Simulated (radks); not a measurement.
Q: These are the eigenvalues of the occupied orbitals of an atom or ion with whole-number occupations (hartree). All-electron calculation, scalar-relativistic Kohn-Sham, LB94 model potential, spin-polarised, spherical densities, finite nucleus; Fermi nuclear charge, rms radius of each element as measured or else 0.836 A^(1/3) + 0.57 fm. Program: a radial shooting solver on a logarithmic mesh with Libxc functionals.

1s: -1365.874

Which element is it, and in what charge state? The configuration may be excited. Open shells, if any, are filled with parallel spins first.

A: Z = 52, tellurium, charge +50: Te50+ in [He]. The 1s level, -1365.9 hartree, gives Z - s = 52.3 by -(Z - s)^2/2, which with screening and relativity narrows Z to a few neighbours, and with so few levels the electron count can be read from the list.
